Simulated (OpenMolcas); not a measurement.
# Ho III: effect of the basis set

```
Program             : OpenMolcas
Method              : SS-CASPT2, IPEA 0.25 Eh, imaginary shift 0.1 Eh (closed shells correlated: 5s 5p)
Active space        : 11 electrons in 7 orbitals (4f)
State averaging     : 2S+1 = 4 odd, 35 roots; 2S+1 = 2 odd, 112 roots (96 in the spin-orbit step)
Spin-orbit coupling : state interaction with AMFI integrals over the reference wave functions, term energies averaged over their components
```

A. ANO-R1 [7s5p3d2f], X2C, finite nucleus; CASPT2 step of the order of 27 core-seconds
B. ANO-RCC-VDZP [7s6p4d2f1g], DKH2, point nucleus; CASPT2 step about 70 core-seconds
C. ANO-R2 [8s6p4d3f1g], X2C, finite nucleus; CASPT2 step roughly 70 core-seconds
D. ANO-RCC-VTZP [8s7p5d3f2g1h], DKH2, point nucleus; CASPT2 step of the order of 110 core-seconds
E. ANO-RCC-VQZP [9s8p6d4f3g2h], DKH2, point nucleus; CASPT2 step roughly 2.4 core-minutes
F. ANO-R3 [9s8p5d5f3g2h], X2C, finite nucleus; CASPT2 step roughly 4 core-minutes

Energies in cm⁻¹ above 4f¹¹ ⁴I°_15/2, the measured ground level; measured values from Martin, Zalubas and Hagan, Atomic Energy Levels: The Rare-Earth Elements, NSRDS-NBS 60 (1978); whole-number values converted from NIST levels in rydberg listed in Nahar, Atoms 12, 24 (2024).

| Level | A | B | C | D | E | F | Measured |
| --- | --- | --- | --- | --- | --- | --- | --- |
| 4f¹¹ ⁴I°_15/2 | 0.0 | 0.0 | 0.0 | 0.0 | 0.0 | 0.0 | 0.0 |
| 4f¹¹ ⁴I°_13/2 | 5560 | 5540 | 5580 | 5580 | 5580 | 5600 | 5439 |
| 4f¹¹ ⁴I°_11/2 | 8950 | 8880 | 8830 | 8790 | 8780 | 8760 | 8644 |
| 4f¹¹ ⁴I°_9/2 [59 %] | 11300 | 11150 | 10970 | 10870 | 10830 | 10750 | 10770 |
| 4f¹¹ ⁴F°_9/2 [62 %] | 15510 | 15110 | 14610 | 14140 | 14090 | 13790 | 13330 |
| 4f¹¹ ²H°_11/2(1) [62 %] | 18930 | 18540 | 17920 | 17610 | 17500 | 17290 | 16891 |
| 4f¹¹ ⁴S°_3/2 [71 %] | 19080 | 18610 | 18000 | 17500 | 17400 | 17050 |  |
| 4f¹¹ ⁴F°_7/2 | 20530 | 20070 | 19570 | 18970 | 18920 | 18540 | 17867 |
| 4f¹¹ ⁴F°_5/2 | 22260 | 21770 | 21250 | 20620 | 20560 | 20170 | 19375 |
| 4f¹¹ ⁴F°_3/2 [65 %] | 22550 | 22040 | 21470 | 20890 | 20810 | 20430 |  |
| 4f¹¹ ⁴G°_11/2 | 26980 | 26570 | 25840 | 25010 | 24810 | 24400 |  |
| 4f¹¹ ²K°_15/2 | 27470 | 27450 | 26580 | 26180 | 26110 | 25790 |  |
| 4f¹¹ ²G°_7/2 [64 %] | 27840 | 27300 | 26510 | 25960 | 25800 | 25450 |  |
| 4f¹¹ ⁴G°_9/2 [70 %] | 28090 | 27670 | 26960 | 26180 | 25990 | 25580 | 23882 |
| 4f¹¹ ²K°_13/2 | 32150 | 32090 | 31240 | 30820 | 30740 | 30430 |  |
| 4f¹¹ ²P°_1/2 | 33510 | 32660 | 31700 | 31200 | 31000 | 30630 |  |
| 4f¹¹ ⁴G°_7/2 [70 %] | 33760 | 33290 | 32560 | 31720 | 31520 | 31090 |  |
| 4f¹¹ ⁴G°_5/2 | 34120 | 33640 | 32850 | 31890 | 31650 | 31160 |  |
| 4f¹¹ ²D°_5/2(1) [72 %] | 35150 | 34390 | 33510 | 32870 | 32680 | 32270 |  |
| 4f¹¹ ²I°_11/2 [68 %] | 42360 | 41890 | 40880 | 39920 | 39660 | 39140 |  |
| 4f¹¹ ⁴D°_7/2 | 42800 | 41970 | 40920 | 39570 | 39250 | 38410 |  |
| 4f¹¹ ²L°_17/2 | 43110 | 43250 | 41990 | 41090 | 41030 | 40310 |  |
| 4f¹¹ ²I°_13/2 | 44090 | 43710 | 42740 | 41940 | 41700 | 41260 |  |
| 4f¹¹ ⁴D°_3/2 [72 %] | 45290 | 44400 | 43330 | 42040 | 41720 | 40920 |  |

Deviations, from unrounded energies. A percentage is the sum of absolute deviations over the sum of measured energies, with the sign that they share, or ± where signs differ.

| Against measurement | Levels | A | B | C | D | E | F |
| --- | --- | --- | --- | --- | --- | --- | --- |
| mean absolute deviation (cm-1) | 8 | 1900 | 1600 | 1200 | 820 | 760 | 540 |
| fine structure of the ground term (%) | 3 | +3.8 | +2.9 | +2.1 | +1.6 | +1.4 | ±1.2 |
| other terms of the ground configuration (%) | 5 | +15.3 | +12.9 | +9.8 | +6.8 | +6.3 | +4.4 |

F lies closest to measurement on these levels and A furthest from it. The largest miss of F in the table is 4f¹¹ ⁴G°_9/2 [70 %], by +1700 cm-1. The ranking rests on the paired levels alone, and a cruder setting can come out closer through cancelling errors.

The two smallest mean deviations differ by little beside CASPT2's spread within terms, so their order carries little weight.

Among A to F the level of the table that moves most is 4f¹¹ ⁴D°_7/2, by 4400 cm-1 (lowest in F, highest in A). Moves below CASPT2's spread within the term are not significant.

CASPT2 does not keep the components of a term degenerate, so their means are used; among the terms shown or strongly mixed into the levels shown the widest spread is 1300 cm-1 (4f¹¹ ²L°, B). High states are left out of the spin-orbit mixing, which shifts the levels that they would mix with. The CASPT2 spread within a term exceeds the gap to the next term for 4f¹¹ ²K° and 4f¹¹ ⁴G°, 4f¹¹ ²L° and 4f¹¹ ⁴D°, so the order of their levels is uncertain (figures for A; the like holds for B, C, D, E, F). Some levels mix across a computed gap that differs much from the measured one, so their mixing is not that of the real levels (holds for A; B; C). Some terms miss by over 15 % even with CASPT2, which points to a basis or an active space too small for the shells correlated (holds for A; B). Computed and measured levels are paired by configuration, term and J; levels that our copy of the source lacks, or whose pairing is in doubt (as where it misses far off the trend of its configuration), stay unpaired and out of the deviations. Only configurations of the active space appear. Levels that lie high or do not pair safely by name in every column are left out.

A share in square brackets marks a mixed level and gives the weight of the term that names it, the lowest over the columns. A number in round brackets counts repeated terms of one configuration in the order of the reference energies. ° marks odd parity.
